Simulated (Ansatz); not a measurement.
`B[CH2][SnH3]` + `CS[SiH2]O` → `BO[SiH2]SC` + `[CH3][SnH3]`  (ligand exchange at a B–C bond)

Calculated with Ansatz (gas phase, PBE0-D4/def2-TZVP geometries, no zero-point term in ΔE). CCSD(T)/CBS adds triple-zeta CCSD(T) − MP2 to the extrapolated MP2 energy (def2 sets, frozen cores). Functionals use def2-TZVPP. Elements past krypton have def2 core potentials. For Sn outer-core shells are correlated without core-valence functions, which leaves a few kJ/mol of doubt a bond. Each species was taken in one conformer, which may not be the lowest.

CCSD(T)/CBS gives -23.4 kcal/mol.

Task: Another level gave -23.1 kcal/mol. Which?
A. r2SCAN/def2-TZVPP
B. B2PLYP/def2-TZVPP
C. PBE/def2-TZVPP
D. ωB97M-V/def2-TZVPP

Result: A. r2SCAN -23.1, PBE -22.0, B2PLYP -25.1, ωB97M-V -24.1 kcal/mol.

Largest T1 diagnostic among the species: 0.012.

In def2-TZVPP, CCSD(T) changes the Hartree–Fock value by +4.5 kcal/mol (the triples alone add +0.6 kcal/mol) and MP2 by +5.2 kcal/mol.
